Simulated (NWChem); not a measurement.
Molecule: AlAs₂H₅; SMILES [AlH]([AsH2])[AsH2]

```xyz
8

Al     0.8704     0.0930    -0.1440
As    -0.3551    -1.9142     0.4940
H     -0.1616    -2.5125    -0.8960
H     -1.6955    -1.2823     0.1356
As    -0.0205     2.3265     0.2505
H      1.2825     2.7631     0.9128
H     -0.6570     1.9053     1.5703
H      2.2958    -0.0589    -0.8391
```
Atoms are numbered in this order, from 1.

Coordinates come from a PBE0/def2-SVP optimisation.

### Question
Give the principal values of the shielding tensors (ppm) of Al1, As2 from PBE0/pcSseg-1, GIAO (NWChem), with their diamagnetic and paramagnetic parts as GIAO splits them.

### Answer
```tsv
atom	σ11	σ22	σ33	isotropic	diamagnetic	paramagnetic
Al1	38.8	181.9	369.2	196.6	794.7	-598.1
As2	1832.6	1889.8	2045.6	1922.7	2877.6	-955.0
```
